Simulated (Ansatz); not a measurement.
Compare A (`C=CB(O)[SeH]`) with its isomer B (`C[Se]B1CO1`).

Calculated with Ansatz (gas phase, PBE0-D4/def2-TZVP geometries, no zero-point term in ΔE). CCSD(T)/CBS is the MP2 limit (def2-TZVPP, def2-QZVPP) plus CCSD(T) − MP2 in def2-TZVPP, frozen cores. Functionals use def2-TZVPP. B3LYP here is the variant with VWN-RPA as its local correlation; programs differ in this. For Se outer-core shells are correlated without core-valence functions, which leaves a few kJ/mol of doubt a bond. Scalar relativity is left out up to krypton. One conformer a species, not always the lowest.

(1) Which isomer does CCSD(T)/CBS put lower? Give the gap. (Best estimate.)

(2) Give E(B) − E(A) in kJ/mol with MP2/def2-TZVPP, CCSD(T)/def2-TZVPP, PBE0-D4, PBE-D4, ωB97M-V, HF/def2-TZVPP, B3LYP-D4. (Best estimate.)

Largest T1 diagnostic: 0.013.

Results:

(1) The calculation gave: A, by 127.9 kJ/mol.

(2) Computed: MP2/def2-TZVPP 117.4, CCSD(T)/def2-TZVPP 124.6, PBE0-D4 111.7, PBE-D4 105.9, ωB97M-V 120.1, HF/def2-TZVPP 146.8, B3LYP-D4 126.1. None reverses the order clearly.

The D4 term adds +3.6 kJ/mol with B3LYP and +1.9 kJ/mol with PBE0; it sums over pairs of atoms, weighted by their polarisabilities, and B3LYP, whose exchange is more repulsive, gets the larger term. In def2-TZVPP, CCSD(T) changes the Hartree–Fock value by −22.2 kJ/mol (the triples alone add −2.3 kJ/mol) and MP2 by −29.4 kJ/mol.
